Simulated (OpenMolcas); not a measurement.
**N2+, P2+, As2+, Sb2+: ns2 np down the group**

- Program: OpenMolcas 26.06
- Method: CASSCF
- Basis: ANO-RCC-VQZP
- Scalar Hamiltonian: DKH2, point nucleus
- Spin-orbit coupling: state interaction with AMFI integrals over the reference wave functions, term energies averaged over their components

Active space for each ion: 3 electrons in 8 orbitals (s p s p).

Computed levels in cm-1 above 2P* 1/2:

```csv
Level,N2+,P2+,As2+,Sb2+
2P* 3/2,169,484,2572,5630
weight of 2P* in the lowest level (%),100,100,100,100
```

Measured, with the error of the calculation in %. Measured levels: N2+ from Moore, Selected Tables of Atomic Spectra, NSRDS-NBS 3, section 5; P2+ from Martin, Zalubas and Musgrove, J. Phys. Chem. Ref. Data 14, 751 (1985); As2+ from Moore, Atomic Energy Levels, vol. II, NSRDS-NBS 35 (1971 reprint of NBS Circular 467, 1952); Sb2+ from Moore, Atomic Energy Levels, vol. III, NSRDS-NBS 35 (1971 reprint of NBS Circular 467, 1958).

```csv
Level,N2+,P2+,As2+,Sb2+
2P* 3/2,174 (-2.9),559 (-13.5),2940 (-12.5),6576 (-14.4)
```

The fine-structure level 2P* 3/2 changes by a factor of 33.3 from N2+ to Sb2+.

Active for correlation alone: 3p 3s; no level in the range computed is led by a configuration that fills them, so any true level of that kind is missing (holds for N2+). The run also gave levels led by 3s2 4p, which use shells meant for correlation; these and all levels above them are left out (holds for P2+). The run also gave levels led by 4s2 5p, which use shells meant for correlation; these and all levels above them are left out (holds for As2+). The run also gave levels led by 5s2 6p, which use shells meant for correlation; these and all levels above them are left out (holds for Sb2+). Measured partners are found by configuration, term and J. A level has none where our copy of the source lacks it or the pairing is in doubt (some pairs that miss far off the trend of their configuration count as doubtful), and it then counts in no deviation. Levels of configurations outside the active space are missing.

* marks odd parity.
